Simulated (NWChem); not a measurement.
BBr3; SMILES BrB(Br)Br

```xyz
4

B      0.0000     0.0000     0.0000
Br    -1.8346     0.4916     0.0000
Br     1.3430     1.3430     0.0000
Br     0.4916    -1.8346     0.0000
```
Atoms are numbered in this order, from 1.

Results from NWChem. The geometry was optimised at PBE0/def2-SVP.

**Question.** Estimate the computed values for PBE/def2-TZVPD. Quantities: highest occupied level (eV); orbital gap (eV).

**Answer.** 
- highest occupied level (eV) = -7.04
- orbital gap (eV) = 4.06
